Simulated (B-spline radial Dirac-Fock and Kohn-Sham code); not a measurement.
**Width and fluorescence yield of the M1 (3s) hole, Ca to Mo**

These are calculated numbers from a B-spline atomic structure program; the model is independent-particle radiative and Coulomb Auger rates from relativistic LDA hole-state orbitals, with Dirac-Fock energies. Free neutral atoms. Recommended widths: Campbell and Papp (2001); yields: xraylib tables.

```
 Z  element  Γ (eV)  recommended Γ         ω  Coster-Kronig yield
20       Ca   0.988           1.10  1.50e-05                0.987
21       Sc    1.64           1.70  1.04e-05                0.993
22       Ti    2.14           2.10  9.02e-06                0.995
23        V    2.54           2.20  8.61e-06                0.996
25       Mn    3.13           2.40  8.77e-06                0.997
26       Fe    3.38           2.40  9.07e-06                0.997
27       Co    3.60           2.40  9.45e-06                0.998
28       Ni    3.82           2.30  9.89e-06                0.998
30       Zn       ?              ?         ?                    ?
31       Ga    3.70           2.00  1.48e-05                0.997
32       Ge    3.47           2.10  1.95e-05                0.994
33       As    3.36           2.40  2.58e-05                0.991
34       Se    4.10           2.80  2.77e-05                0.990
35       Br    4.91           3.20  3.07e-05                0.989
36       Kr    5.77           3.50  3.52e-05                0.988
37       Rb    6.54           4.00  4.01e-05                0.987
38       Sr    7.21           4.40  4.64e-05                0.985
40       Zr    8.30           5.40  6.06e-05                0.983
41       Nb    8.77           5.80  6.77e-05                0.982
42       Mo    9.37           6.30  7.57e-05                0.981
```

Q: What does the model give for Zn?

A: Γ = 4.23 eV, ω = 1.09e-05, Coster-Kronig yield 0.998; the recommended width is 2.10 eV.
